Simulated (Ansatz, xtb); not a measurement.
**Two structures of C3H11GaSSi**

Structure X: a singlet given by its coordinates. Structure Y: `CC[C@H]([SiH3])[S][GaH2]`, a singlet. Both are isolated molecules in the gas phase, relaxed with B3LYP/def2-SVP; the shapes shown needn't be the lowest conformers.

X (Å):

```xyz
17

C    -2.7587    1.5891    0.2489
C    -0.1781    0.3923    0.1914
C    -1.3002   -2.4250    0.4486
Ga   -2.6158   -1.6934   -0.9106
S    -1.6248    0.7312   -0.8937
Si   -0.4930   -1.0533    1.4166
H    -2.9803    0.9769    1.1332
H    -2.3199    2.5526    0.5458
H    -3.6877    1.7649   -0.3101
H     0.6270    0.1124   -0.5082
H     0.1288    1.3376    0.6673
H    -1.3912   -0.5482    2.5011
H     0.8293   -1.3729    2.0427
H    -0.5392   -3.0216   -0.0821
H    -1.8405   -3.1021    1.1322
H    -4.0667   -1.3233   -0.3943
H    -2.3848   -2.0782   -2.4243
```

Close contacts (Å): C1–S5 1.82, C2–S5 1.84, C2–Si6 1.92, C3–Ga4 2.03, C3–Si6 1.86, Ga4–S5 2.62, C1–H7 1.10, C1–H8 1.10, C1–H9 1.10, C2–H10 1.10, C2–H11 1.10, C3–H14 1.10, C3–H15 1.10, Ga4–H16 1.58, Ga4–H17 1.58, Si6–H12 1.50, Si6–H13 1.50.

Y (Å):

```xyz
17

C    -2.1278    1.0765   -1.4709
C    -1.1394   -0.0329   -1.0979
C    -0.2014    0.3234    0.0702
Ga    0.2934   -1.5812    2.6406
S     0.8252   -1.1720    0.5322
Si    1.0375    1.7469   -0.2390
H    -1.6210    1.9811   -1.8419
H    -2.7443    1.3733   -0.6060
H    -2.8114    0.7331   -2.2631
H    -1.7006   -0.9426   -0.8218
H    -0.5361   -0.3118   -1.9799
H    -0.8073    0.5979    0.9504
H     1.8209    1.9902    1.0048
H     0.3337    3.0146   -0.6032
H     1.9592    1.3779   -1.3518
H     1.0345   -2.7919    3.2978
H    -0.7710   -0.6414    3.3081
```

Q: Estimate E(Y) − E(X) at the level CCSD(T)/def2-SVP + ΔMP2/def2-TZVPP.

A: Not settled: CCSD(T)/def2-SVP + ΔMP2/def2-TZVPP gives E(Y) − E(X) = +1.33 kcal/mol, but this leans on the basis-set step: CCSD(T) alone gives −5.88 kcal/mol.

Level by level:

```json
{"level": "B3LYP/def2-SVP", "geometry": "B3LYP/def2-SVP", "E(Y) − E(X) (kcal/mol)": "−4.76", "departure from the last row (kcal/mol)": "−6.09", "job, with rough time for the two": "optimisation, 2.7 min"}
{"level": "HF/def2-SVP", "geometry": "B3LYP/def2-SVP", "E(Y) − E(X) (kcal/mol)": "−8.36", "departure from the last row (kcal/mol)": "−9.70", "job, with rough time for the two": "part of the CCSD(T) run"}
{"level": "MP2/def2-SVP", "geometry": "B3LYP/def2-SVP", "E(Y) − E(X) (kcal/mol)": "−5.03", "departure from the last row (kcal/mol)": "−6.36", "job, with rough time for the two": "part of the CCSD(T) run"}
{"level": "CCSD(T)/def2-SVP", "geometry": "B3LYP/def2-SVP", "E(Y) − E(X) (kcal/mol)": "−5.88", "departure from the last row (kcal/mol)": "−7.21", "job, with rough time for the two": "single point"}
{"level": "CCSD(T)/def2-SVP + ΔMP2/def2-TZVPP", "geometry": "B3LYP/def2-SVP", "E(Y) − E(X) (kcal/mol)": "+1.33", "departure from the last row (kcal/mol)": "", "job, with rough time for the two": "single point, 2.2 min"}
```

B3LYP/def2-SVP, HF/def2-SVP, MP2/def2-SVP, CCSD(T)/def2-SVP put the two in the other order. The largest departure from CCSD(T)/def2-SVP + ΔMP2/def2-TZVPP is that of HF/def2-SVP, 9.70 kcal/mol. Levels run at GFN2-xTB geometries aren't shown. The last row adds to CCSD(T) the change of the MP2 difference between the two basis sets, here +7.21 kcal/mol, a large step that makes the value less sure.

With thermal terms from frequencies at re-optimised GFN2-xTB minima (ideal gas, soft modes damped towards free rotors, one conformer each, 298.15 K, 1 atm): the zero-point term adds −0.21 kcal/mol; ΔH is +1.40 and ΔG +0.28 kcal/mol.

The correlated steps freeze 22 core orbitals; the filled d shell of Ga is correlated, in a basis made for valence electrons. Mirror images aren't counted in ΔG. Programs: Ansatz 0.2.0, xtb 6.7.1; the last row on 4 threads of Arm Neoverse V1 on a shared host.
